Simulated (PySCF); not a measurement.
## Telling isomers of C$_{5}$H$_{10}$FNSi$_{2}$ apart by NMR

Calculated, not measured (PySCF 2.14): geometry from GFN2-xTB, shieldings: GIAO PBE0/pcSseg-1. Non-relativistic Hamiltonian, averaged over atoms made equivalent by symmetry, fast rotation or ring inversion, isolated molecule, single conformer.

Chemical shifts δ = σref − σ; $^{1}$H (31.72 ppm), $^{13}$C (186.93 ppm) vs TMS, all at this level. Splittings of carbon signals by F and P are missing where no couplings were computed. Where no couplings were computed, multiplicities follow the n + 1 count of equivalent neighbours, and m marks all less simple cases (inequivalent or close neighbours, rings, F or P nearby). Shifts are as computed. Against solution values, carbons near 30 ppm lie about +3 ppm off and those near 130 ppm about +5 ppm. Of 1211 compounds with measured shifts, 218 miss one by over three times the rms of a fit or turn the order of signals round; such compounds aren't used in these exercises.

(1) Tabulate the signals of `CC#C/C=C/N([SiH3])[SiH2]F`, `C[SiH2][C@@H]([SiH3])/C(C#N)=C\F`, `N#C[C@]1(F)CC[SiH2]C[SiH2]1` and their relative energies.

(2) What is the quickest way to tell CC#C/C=C/N([SiH3])[SiH2]F from C[SiH2][C@@H]([SiH3])/C(C#N)=C\F?

(3) What is the quickest way to tell C[SiH2][C@@H]([SiH3])/C(C#N)=C\F from N#C[C@]1(F)CC[SiH2]C[SiH2]1?

(4) What is the quickest way to tell CC#C/C=C/N([SiH3])[SiH2]F from N#C[C@]1(F)CC[SiH2]C[SiH2]1?

Answers

(1) 
| SMILES | carbon types | δC | δH | E rel. (kcal/mol) |
| --- | --- | --- | --- | --- |
| CC#C/C=C/N([SiH3])[SiH2]F | 2×C 2×CH 1×CH3 | 154.7, 91.1, 90.7, 83.9, 5.8 | 6.53 (m, 1H), 5.39 (m, 2H), 4.84 (s, 3H), 4.40 (d, 1H), 2.14 (s, 3H) | 0.0 |
| C[SiH2][C@@H]([SiH3])/C(C#N)=C\F | 2×C 2×CH 1×CH3 | 168.6, 122.7, 108.4, 7.5, -7.6 | 7.49 (m, 1H), 4.45 (m, 1H), 4.33 (m, 1H), 4.14 (d, 3H), 2.01 (m, 1H), 0.58 (m, 3H) | 28.9 |
| N#C[C@]1(F)CC[SiH2]C[SiH2]1 | 2×C 3×CH2 | 124.1, 81.8, 37.3, 6.7, -12.5 | 4.70 (m, 1H), 4.45 (m, 1H), 4.37 (m, 1H), 4.31 (m, 1H), 2.97 (m, 1H), 1.86 (m, 1H), 1.37 (m, 1H), 0.84 (m, 1H), 0.35 (m, 1H), -0.11 (m, 1H) | 7.9 |

Energies are electronic energies at PBE0/pcSseg-1 on these geometries, without zero-point or thermal terms, each for the one conformer computed, which needn't be the lowest.

(2) Both give the same number of carbon signals, with the same numbers of each carbon type, so the positions decide. The first has a β carbon of an enol-ether or enamine type C=C (CH) at 90.7 ppm, the second an allylic sp3 CH bonded to 2 Si at 7.5 ppm. Their most deshielded carbons lie at 154.7 and 168.6 ppm. In the proton spectra the most deshielded non-exchanging signals are 6.53 (m, 1H) and 7.49 (m, 1H).

(3) Both give the same number of carbon signals, but DEPT or the intensities differ. The first has an alkene CH at 168.6 ppm, the second an sp3 CH2 in a ring at 37.3 ppm. Their most deshielded carbons lie at 168.6 and 124.1 ppm. In the proton spectra the most deshielded non-exchanging signals are 7.49 (m, 1H) and 4.70 (m, 1H).

(4) Both give the same number of carbon signals, but DEPT or the intensities differ. The first has an alkene carbon bearing nitrogen (CH) at 154.7 ppm, the second an sp3 CH2 in a ring at 37.3 ppm. Their most deshielded carbons lie at 154.7 and 124.1 ppm. In the proton spectra the most deshielded non-exchanging signals are 6.53 (m, 1H) and 4.70 (m, 1H).
